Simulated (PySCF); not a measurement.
Record of a relaxation.

Species: CH₅NO₂Si.
Numbering: `[O:1]=[CH:2][NH:3][SiH2:4][OH:5]` (hydrogens: H6 on C2; H7 on N3; H8, H9 on Si4; H10 on O5)

Computed by this run: PBE0-D3(BJ)/def2-SVP geometry optimisation, gas phase in PySCF 2.14.0; density fitting, grid level 1; the optimiser is geomeTRIC in internal coordinates, started from a GFN2-xTB structure with every atom displaced at random (about 0.01 Å). The frame can shift and turn from step to step; on so coarse a grid that alone can change the energy by a few meV, and forces under 0.02 eV/Å are noise.

Step 0: E = -14563.9786 eV, largest atomic force 2.375 eV/Å
```
atom  x, y, z in Å  |  force x, y, z in eV/Å
O1      1.161    0.711   -1.384   -0.629   1.054  -2.034
C2      1.441    0.203   -0.343    1.000  -0.585   1.080
N3      0.565   -0.279    0.555    1.359  -0.476   1.113
Si4    -1.152   -0.229    0.394   -1.044   0.082   0.539
O5     -1.501    0.472   -1.015   -0.650   0.409  -0.736
H6      2.505    0.092   -0.058    0.273  -0.111   0.254
H7      1.005   -0.690    1.385   -0.241   0.178  -0.334
H8     -1.599   -1.622    0.395   -0.357  -0.497   0.279
H9     -1.664    0.570    1.544   -0.149  -0.191   0.113
H10    -0.710    0.751   -1.495    0.439   0.137  -0.274
```

Step 1: E = -14564.1130 eV, largest atomic force 0.374 eV/Å
```
atom  x, y, z in Å  |  force x, y, z in eV/Å
O1      0.986    0.922   -1.618    0.033  -0.156   0.328
C2      1.284    0.406   -0.551   -0.178   0.148  -0.294
N3      0.402   -0.073    0.361   -0.280  -0.006   0.022
Si4    -1.394   -0.048    0.191    0.252  -0.101   0.182
O5     -1.681    0.682   -1.244    0.120   0.090  -0.153
H6      2.350    0.297   -0.249    0.024  -0.007   0.004
H7      0.822   -0.463    1.198    0.074  -0.021   0.036
H8     -1.889   -1.453    0.292    0.067  -0.004  -0.143
H9     -1.959    0.656    1.381    0.064   0.126  -0.077
H10    -0.829    0.926   -1.681   -0.177  -0.071   0.096
```

Step 2: E = -14564.0450 eV, largest atomic force 1.021 eV/Å
```
atom  x, y, z in Å  |  force x, y, z in eV/Å
O1      0.837    0.910   -1.578    0.950   0.170  -0.336
C2      1.234    0.405   -0.542   -0.146  -0.125   0.267
N3      0.410   -0.097    0.408   -0.004   0.033  -0.055
Si4    -1.371   -0.045    0.188   -0.243   0.015  -0.043
O5     -1.610    0.687   -1.256   -0.799  -0.195   0.341
H6      2.320    0.325   -0.310   -0.021   0.028  -0.050
H7      0.845   -0.486    1.238    0.058   0.033  -0.081
H8     -1.880   -1.446    0.250    0.035  -0.021  -0.024
H9     -1.947    0.690    1.350    0.024   0.040  -0.001
H10    -0.746    0.912   -1.670    0.146   0.022  -0.016
```

Step 3: E = -14564.1047 eV, largest atomic force 0.430 eV/Å
```
atom  x, y, z in Å  |  force x, y, z in eV/Å
O1      0.906    0.911   -1.598    0.416   0.052  -0.094
C2      1.257    0.404   -0.546   -0.124  -0.020   0.056
N3      0.406   -0.086    0.387   -0.120  -0.001   0.016
Si4    -1.380   -0.046    0.188   -0.039  -0.053   0.083
O5     -1.643    0.686   -1.252   -0.327  -0.061   0.124
H6      2.335    0.313   -0.281    0.000   0.009  -0.025
H7      0.834   -0.475    1.221    0.056   0.016  -0.039
H8     -1.883   -1.448    0.271    0.050  -0.015  -0.093
H9     -1.953    0.671    1.365    0.044   0.092  -0.041
H10    -0.786    0.923   -1.675    0.043  -0.019   0.012
```

Step 4: E = -14564.1191 eV, largest atomic force 0.171 eV/Å
```
atom  x, y, z in Å  |  force x, y, z in eV/Å
O1      0.944    0.916   -1.605    0.132  -0.003   0.006
C2      1.267    0.405   -0.547   -0.007   0.009   0.002
N3      0.404   -0.081    0.378   -0.168   0.007  -0.001
Si4    -1.384   -0.046    0.189    0.037  -0.083   0.145
O5     -1.665    0.683   -1.248   -0.114   0.001   0.011
H6      2.339    0.305   -0.265    0.013  -0.001  -0.004
H7      0.830   -0.471    1.213    0.043   0.011  -0.032
H8     -1.881   -1.451    0.274    0.041  -0.011  -0.095
H9     -1.949    0.670    1.370    0.036   0.090  -0.047
H10    -0.813    0.924   -1.680   -0.013  -0.021   0.015
```

Step 5: E = -14564.1243 eV, largest atomic force 0.173 eV/Å
```
atom  x, y, z in Å  |  force x, y, z in eV/Å
O1      0.965    0.917   -1.598    0.086   0.056  -0.116
C2      1.277    0.404   -0.540   -0.100   0.011  -0.047
N3      0.399   -0.077    0.372    0.053  -0.062   0.153
Si4    -1.384   -0.048    0.192    0.009  -0.034   0.065
O5     -1.690    0.678   -1.243   -0.016   0.020  -0.036
H6      2.348    0.296   -0.248   -0.016   0.001   0.008
H7      0.828   -0.468    1.206   -0.022  -0.007   0.002
H8     -1.867   -1.457    0.260    0.006  -0.003  -0.015
H9     -1.936    0.688    1.365   -0.002   0.017  -0.013
H10    -0.847    0.919   -1.687    0.001   0.002  -0.001
```

Step 6: E = -14564.1189 eV, largest atomic force 0.534 eV/Å
```
atom  x, y, z in Å  |  force x, y, z in eV/Å
O1      0.978    0.920   -1.609   -0.289  -0.007   0.009
C2      1.260    0.406   -0.543    0.503  -0.078   0.160
N3      0.397   -0.080    0.383   -0.087   0.082  -0.158
Si4    -1.380   -0.051    0.197   -0.131  -0.007   0.010
O5     -1.688    0.676   -1.240   -0.009  -0.014   0.030
H6      2.329    0.295   -0.245    0.021   0.000   0.013
H7      0.834   -0.470    1.213   -0.002   0.025  -0.055
H8     -1.858   -1.461    0.247   -0.026   0.001   0.045
H9     -1.932    0.702    1.359   -0.031  -0.039   0.020
H10    -0.848    0.916   -1.683    0.052   0.038  -0.077
```

Step 7: E = -14564.1244 eV, largest atomic force 0.235 eV/Å
```
atom  x, y, z in Å  |  force x, y, z in eV/Å
O1      0.973    0.920   -1.606   -0.129  -0.009   0.010
C2      1.268    0.406   -0.543    0.227  -0.028   0.054
N3      0.398   -0.079    0.377   -0.052   0.038  -0.059
Si4    -1.382   -0.049    0.194   -0.053  -0.028   0.050
O5     -1.688    0.678   -1.242   -0.004   0.000   0.003
H6      2.337    0.295   -0.247    0.009  -0.001   0.011
H7      0.831   -0.469    1.209    0.001   0.009  -0.029
H8     -1.865   -1.458    0.257   -0.005  -0.001  -0.001
H9     -1.936    0.692    1.364   -0.011   0.003  -0.005
H10    -0.845    0.918   -1.685    0.017   0.017  -0.035
```

Step 8: E = -14564.1256 eV, largest atomic force under 0.02 eV/Å
```
atom  x, y, z in Å  |  force x, y, z in eV/Å
O1      0.971    0.918   -1.604   -0.009  -0.007   0.014
C2      1.274    0.405   -0.542    0.014   0.001  -0.012
N3      0.399   -0.078    0.376   -0.001   0.013  -0.003
Si4    -1.383   -0.049    0.194   -0.005  -0.009   0.012
O5     -1.689    0.678   -1.242    0.011   0.006  -0.008
H6      2.343    0.296   -0.246   -0.003   0.001   0.003
H7      0.829   -0.468    1.208    0.002  -0.004   0.000
H8     -1.866   -1.459    0.258    0.001   0.001  -0.002
H9     -1.939    0.691    1.364   -0.002   0.002  -0.004
H10    -0.848    0.920   -1.687   -0.008  -0.004   0.000
```

Step 9: E = -14564.1256 eV, largest atomic force under 0.02 eV/Å
```
atom  x, y, z in Å  |  force x, y, z in eV/Å
O1      0.970    0.917   -1.603    0.000  -0.001  -0.002
C2      1.275    0.405   -0.541    0.001   0.002  -0.003
N3      0.399   -0.077    0.376    0.002   0.004   0.008
Si4    -1.383   -0.049    0.194   -0.002  -0.004   0.002
O5     -1.689    0.677   -1.243    0.003   0.003  -0.002
H6      2.344    0.297   -0.245    0.000   0.000   0.001
H7      0.830   -0.468    1.208   -0.001  -0.002  -0.002
H8     -1.865   -1.459    0.258    0.001  -0.001   0.001
H9     -1.940    0.692    1.362   -0.002   0.001  -0.002
H10    -0.848    0.919   -1.687   -0.001  -0.002  -0.002
```

Problem. Summarise the path.

Solution. The energy falls by 0.1470 eV from step 0 to step 9; nine tenths of that is first reached at step 1. It rises by more than 0.2 meV at steps 2 and 6. The largest force goes from 2.375 to under 0.02 eV/Å. Among the bonds N3–Si4 changes most, from 1.726 to 1.792 Å; the atoms move by 0.055 Å rms after alignment.

Problem. Follow the three bonds and two angles with the largest change from start to end.

Solution. 
| step | E above end (eV) | largest force (eV/Å) | N3–Si4 (Å) | Si4–H8 (Å) | Si4–O5 (Å) | H8–Si4–H9 (°) | O5–Si4–H8 (°) |
| --- | --- | --- | --- | --- | --- | --- | --- |
| 0 | 0.1470 | 2.375 | 1.726 | 1.462 | 1.612 | 113.9 | 110.4 |
| 1 | 0.0126 | 0.374 | 1.805 | 1.493 | 1.635 | 105.3 | 114.9 |
| 2 | 0.0806 | 1.021 | 1.795 | 1.492 | 1.637 | 107.4 | 114.0 |
| 3 | 0.0209 | 0.430 | 1.798 | 1.492 | 1.636 | 106.2 | 114.5 |
| 4 | 0.0065 | 0.171 | 1.798 | 1.492 | 1.636 | 106.3 | 114.4 |
| 5 | 0.0012 | 0.173 | 1.792 | 1.491 | 1.637 | 108.0 | 113.5 |
| 6 | 0.0067 | 0.534 | 1.787 | 1.490 | 1.639 | 109.5 | 112.8 |
| 7 | 0.0012 | 0.235 | 1.790 | 1.491 | 1.638 | 108.4 | 113.3 |
| 8 | 0.0000 | under 0.02 | 1.792 | 1.491 | 1.639 | 108.4 | 113.3 |
| 9 | 0.0000 | under 0.02 | 1.792 | 1.491 | 1.639 | 108.4 | 113.3 |

The cost below is that of the whole optimisation. Time: 51 s; peak memory 0.41 GiB. Hardware: one thread of an Arm Neoverse N1, shared host with 64 logical CPUs at a one-minute load of 50.
